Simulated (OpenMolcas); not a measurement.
Cr3+: effect of the active space

```json
{
 "Program": "OpenMolcas 26.06",
 "Method": "MS-CASPT2 or its RAS form, IPEA 0.25 Eh, imaginary shift 0.1 Eh",
 "Basis": "ANO-RCC-VTZP",
 "Scalar Hamiltonian": "DKH2, point nucleus",
 "Spin-orbit coupling": "RASSI with atomic mean-field integrals over the reference wave functions, term energies averaged over their components"
}
```

A. 3 electrons in 5 orbitals (3d); 2S+1 = 4 even, 10 roots; 2S+1 = 2 even, 40 roots; closed shells correlated: 3s 3p; CASPT2 step roughly 6 core-seconds
B. 9 electrons in 8 orbitals (RAS1 3p, at most 2 holes; RAS2 3d); 2S+1 = 4 even, 10 roots; 2S+1 = 2 even, 40 roots; closed shells correlated: 3s; CASPT2 step of the order of 23 core-seconds
C. 3 electrons in 9 orbitals (RAS2 3d 4s; RAS3 4p, at most 2 electrons); 2S+1 = 4 even, 20 roots; 2S+1 = 2 even, 64 roots kept (CI in the orbitals of an earlier block); 2S+1 = 4 odd, 21 roots; 2S+1 = 2 odd, 12 roots kept (CI in the orbitals of an earlier block); closed shells correlated: 3s 3p; CASPT2 step of the order of 3 core-minutes
D. 3 electrons in 10 orbitals (3d 4d); 2S+1 = 4 even, 10 roots; 2S+1 = 2 even, 40 roots; closed shells correlated: 3s 3p; CASPT2 step of the order of 4 core-minutes

Energies in cm⁻¹ above 3d³ ⁴F_3/2, the measured ground level; measured values from Sugar and Corliss, J. Phys. Chem. Ref. Data 6, 317 (1977).

```tsv
Level	A	B	C	D	Measured
3d³ ⁴F_3/2	0.0	0.0	0.0	0.0	0.0
3d³ ⁴F_5/2	247	258	257	248	236
3d³ ⁴F_7/2	583	609	608	587	556
3d³ ⁴F_9/2	1001	1045	1043	1009	946
3d³ ⁴P_1/2	14610	14650	14360	14770	14059
3d³ ⁴P_3/2	14710	14760	14470	14880	14177
3d³ ⁴P_5/2	15000	15070	14770	15180	14471
3d³ ²G_7/2	15110	15420	15310	15520	15052
3d³ ²G_9/2	15470	15790	15690	15890	15402
3d³ ²P_3/2 [75 %]	19730	19930	19670	20110	
3d³ ²P_1/2	19740	19900	19650	20090	19519
3d³ ²D_3/2(1)	21050	21380	21110	21490	20650
3d³ ²D_5/2(1)	21150	21540	21240	21630	20664
3d³ ²H_9/2	21470	21500	21590	21780	21066
3d³ ²H_11/2	21740	21780	21880	22070	21321
3d³ ²F_7/2	35200	35320	35040	35580	34363
3d³ ²F_5/2	35350	35480	35200	35730	34556
3d³ ²D_5/2(2)	55160	54650	54680	55590	52975
3d³ ²D_3/2(2)	55350	54840	54890	55750	53142
```

Deviations, from unrounded energies. A percentage is the sum of absolute deviations over the sum of measured energies, with the sign that they share, or ± where signs differ.

| Against measurement | Levels | A | B | C | D |
| --- | --- | --- | --- | --- | --- |
| mean absolute deviation (cm-1) | 17 | 570 | 640 | 510 | 860 |
| fine structure of the ground term (%) | 3 | +5.4 | +10.0 | +9.9 | +6.2 |
| other terms of the ground configuration (%) | 14 | +2.8 | +3.0 | +2.4 | +4.1 |

C lies closest to measurement on these levels and D furthest from it. The largest miss of C in the table is 3d³ ²D_3/2(2), by +1700 cm-1. The ranking rests on the paired levels alone, and a cruder setting can come out closer through cancelling errors.

The two smallest mean deviations differ by little beside CASPT2's spread within terms, so their order carries little weight.

Among A to D the level of the table that moves most is 3d³ ²D_5/2(2), by 940 cm-1 (lowest in B, highest in D). Moves below CASPT2's spread within the term are not significant.

CASPT2 breaks the degeneracy within a term, and the mean is taken; among the terms shown or strongly mixed into the levels shown the widest spread is 1400 cm-1 (3d³ ⁴F, B). Active for correlation alone: 3p; no level in the range computed is led by a configuration that opens it, so any true level of that kind is missing (holds for B). The CASPT2 spread within a term exceeds the gap to the next term for 3d³ ²D(1) and 3d³ ²H, so the order of their levels is uncertain (holds for B). Terms from blocks run as CI alone lack orbitals of their own (holds for C). Active for correlation alone: 4d; no level in the range computed is led by a configuration that fills it, so any true level of that kind is missing (holds for D). Computed and measured levels are paired by configuration, term and J; levels that our copy of the source lacks, or whose pairing is in doubt (as where it misses far off the trend of its configuration), stay unpaired and out of the deviations. Levels of configurations outside the active space are missing. The table leaves out levels that lie high or whose names do not pair safely across all columns.

A share in square brackets marks a mixed level and gives the weight of the term that names it, the lowest over the columns. A number in round brackets counts repeated terms of one configuration in the order of the reference energies.
